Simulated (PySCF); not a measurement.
NMR parameters from quadrupole coupling constants

Compound: methyl 2-methylbutyrate, C₆H₁₂O₂.
Geometry (GFN2-xTB, Å), atoms numbered from 1 in this order:
```xyz
20
C6H12O2 angstrom
C     -1.7368   -1.5682   -0.2008
C     -1.7098   -0.1137    0.2525
C     -0.4877    0.6321   -0.2910
C     -0.5441    2.1208    0.0611
C      0.7745    0.0560    0.3203
O      0.9594   -0.1244    1.4946
O      1.6894   -0.2048   -0.6225
C      2.9363   -0.7230   -0.1788
H     -0.8645   -2.1000    0.1727
H     -2.6265   -2.0664    0.1765
H     -1.7406   -1.6331   -1.2872
H     -1.6839   -0.0711    1.3428
H     -2.6142    0.3939   -0.0892
H     -0.4248    0.5126   -1.3761
H     -0.5455    2.2463    1.1415
H      0.3163    2.6436   -0.3507
H     -1.4484    2.5680   -0.3448
H      3.2497   -0.2175    0.7368
H      3.6487   -0.5471   -0.9813
H      2.8474   -1.7932    0.0205
```

Computed at PBE0/pcSseg-1 (PySCF, non-relativistic):

```json
{"atom": "O6", "environment": "ester carbonyl oxygen", "nucleus": "17O", "spin I": "5/2", "Q (b)": "-0.0256", "CQ = χzz (MHz)": "9.338", "η": "0.168"}
{"atom": "O7", "environment": "ester single-bonded oxygen", "nucleus": "17O", "spin I": "5/2", "Q (b)": "-0.0256", "CQ = χzz (MHz)": "-10.271", "η": "0.346"}
```

Which field gradients stand behind these couplings (CQ in MHz = 234.96 × Q in b × Vzz in au)?

Vxx = −Vzz(1 − η)/2 and Vyy = −Vzz(1 + η)/2, in au:

| atom | Vxx (au) | Vyy (au) | Vzz (au) | Vzz (10²¹ V/m²) |
| --- | --- | --- | --- | --- |
| O6 | 0.646 | 0.906 | -1.552 | -15.08 |
| O7 | -0.558 | -1.149 | 1.708 | 16.59 |

PQ = |CQ|√(1 + η²/3), νQ = 3|CQ|/[2I(2I − 1)], ν0 = |g|·7.62259 MHz/T·B with g(17O) = −0.75752: values at 28.2 T?

| atom | PQ (MHz) | νQ (MHz) | ν0 (MHz) | νQ/ν0 |
| --- | --- | --- | --- | --- |
| O6 | 9.381 | 1.401 | 162.83 | 0.009 |
| O7 | 10.47 | 1.541 | 162.83 | 0.009 |

For O6: PQ = 9.338 × 1.0047, νQ = 9.338 × 0.1500, ν0 = 5.7742 MHz/T × 28.2 T.

For half-integer spins with νQ below a tenth of ν0, find the second-order shift of the centre of gravity of the central transition at 28.2 and 35.2 T.

From −(3/40)(PQ/ν0)²[I(I + 1) − 3/4]/[I(2I − 1)]², which goes as 1/B² (ppm):

```json
{"site": "17O at O6", "28.2 T": "-19.9", "35.2 T": "-12.8"}
{"site": "17O at O7", "28.2 T": "-24.8", "35.2 T": "-15.9"}
```

In the extreme-narrowing limit, with isotropic tumbling and one correlation time, the quadrupolar linewidth goes as PQ². What relative widths follow for the 17O sites?

O7 1, O6 0.8, with O7 as 1.

Take a correlation time of 3 ps, isotropic tumbling and extreme narrowing. What quadrupolar relaxation rates and linewidths follow?

Rate = (3π²/10) PQ² τc (2I + 3)/[I²(2I − 1)], the same for T1 and T2; width = rate/π.

```
     site  spin factor (2I + 3)/[I²(2I − 1)]  1/T1 (s⁻¹)  T1 (ms)  linewidth (Hz)
17O at O6                              0.320         250        4            79.6
17O at O7                              0.320         312     3.21            99.3
```

Solvent, lattice and vibrations would change these gradients. The structure is a single GFN2-xTB conformer in the gas phase; no vibrational or solvent corrections. GFN2-xTB bond lengths can be off by several hundredths of an ångström, more for odd bonds, and the gradients follow them. With a basis this small, the couplings can be 20 % off.

The run behind these numbers computed NMR shieldings as well. The run took 29 s of wall time on one thread of an Arm Neoverse V1, shared host with 32 logical CPUs at a one-minute load of 9.7, and the process peaked at 0.86 GiB of memory.
